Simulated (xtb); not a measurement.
BiF₂, SMILES [F][Bi+][F] (connectivity only; charge and spin as stated), charge +1, multiplicity 1. All values are semi-empirical tight-binding results from xtb (GFN2-xTB unless named), good for trends rather than for accurate numbers. The structure is a stationary point at GFN2-xTB. The spin state was assumed, not searched. The isomer is the one that the SMILES or the coordinates give; other isomers of the formula were not compared.

For metal compounds this method's bond lengths and energies can be far off.

Computed properties:
| Quantity | Value |
|---|---|
| point group as xtb finds it | C2v |
| orbital gap | 2.59 eV |
| zero-point energy | 1.6 kcal/mol |
| G − E(el) at 298.15 K (modified RRHO) | -16.1 kcal/mol |
